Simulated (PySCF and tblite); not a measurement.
3 regioisomers of C6H5ClN2O:

```
isomer                                                           SMILES
     A  [CH3:1][C:2](=[O:3])[c:4]1[cH:5][n:6][cH:7][c:8]([Cl:9])[n:10]1
     B    [CH3:1][C:2](=[O:3])[c:4]1[n:5][cH:6][cH:7][n:8][c:9]1[Cl:10]
     C  [CH3:1][C:2](=[O:3])[c:4]1[cH:5][n:6][c:7]([Cl:8])[cH:9][n:10]1
```

Each isomer is a Boltzmann average at 298.15 K over at most 3 conformers: GFN2-xTB geometries, energies PBE0/pcSseg-1 (IEF-PCM, water) (D3(BJ) added where defined), GIAO shieldings PBE0/pcSseg-1 (IEF-PCM, water), GFN2-xTB thermal terms. Programs: PySCF with density fitting and tblite.

**Question.** What shifts does each isomer give (ppm)?

**Answer.** 
A: ¹H (against TMS): 9.45 (H5, 1H), 9.21 (H7, 1H), 2.98 (H1, 3H). ¹³C (against TMS): 209.7 (C2), 160.2 (C8), 157.6 (C7), 150.9 (C4), 148.2 (C5), 31.2 (C1). ¹⁵N (against NH3): 381.6 (N6), 360.6 (N10).

B: ¹H (against TMS): 9.04 (H6, 1H), 9.02 (H7, 1H), 3.04 (H1, 3H). ¹³C (against TMS): 209.0 (C2), 159.6 (C9), 156.0 (C7), 149.8 (C6), 147.7 (C4), 32.9 (C1). ¹⁵N (against NH3): 380.8 (N5), 371.5 (N8).

C: ¹H (against TMS): 9.36 (H5, 1H), 9.04 (H9, 1H), 3.00 (H1, 3H). ¹³C (against TMS): 209.5 (C2), 165.7 (C7), 151.8 (C9), 150.5 (C5), 150.0 (C4), 31.4 (C1). ¹⁵N (against NH3): 377.6 (N10), 363.9 (N6).

Unscaled ¹⁵N shifts at such levels can be off by tens of ppm; differences between conformers or isomers are more reliable. Shifts are unscaled: against experiment ¹³C can be off by 15 ppm or more and ¹H by 0.8 ppm. The search found a single conformer for at least one isomer; other rotamers may be missing. At least one structure keeps an imaginary mode at the tight-binding level.


¹⁵N shifts are against a computed isolated NH3 molecule, about 20 ppm from the liquid.